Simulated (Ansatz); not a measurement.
This geometry of BClFHN (5 atoms, charge -1, multiplicity 1) is a first-order saddle point.

Computed with RKS PBE-D4/def2-SVP in Ansatz.

```xyz
5
Properties=species:S:1:pos:R:3
N 0.261 0.962 0.072
B 0.027 -0.323 0.054
F 0.749 -1.406 0.570
Cl -1.561 -1.158 -0.749
H 0.525 1.925 0.053
```

(1) Which two structures does it join? (They come from a converged band through this point; their orientation in space is the band's.)

(2) How far does it lie above each of them?

Answers

(1) No bond is made or broken. The dihedral H5–N1–B2–Cl4 changes from 180 to 0° by way of a nearly straight angle H5–N1–B2 (up to 175°), not by a turn about the bond.

Initial state:

```xyz
5
Properties=species:S:1:pos:R:3
N -0.066 1.126 -0.068
B -0.080 -0.228 -0.027
F 0.882 -1.139 0.421
Cl -1.578 -1.213 -0.637
H 0.841 1.455 0.311
```

Final state:

```xyz
5
Properties=species:S:1:pos:R:3
N 0.612 0.967 0.229
B 0.167 -0.303 0.083
F 0.858 -1.453 0.422
Cl -1.540 -0.850 -0.634
H -0.097 1.639 -0.100
```

(2) 0.53 eV above the first and 0.59 eV above the second. This is the barrier of this one path; another mechanism may lie lower. Limits of this set-up: an anion without diffuse functions, the dipole of an ion depends on the origin.

Run time: 2.4 min on 1 thread of Arm Neoverse V1, on a shared host, peak memory 0.11 GiB.
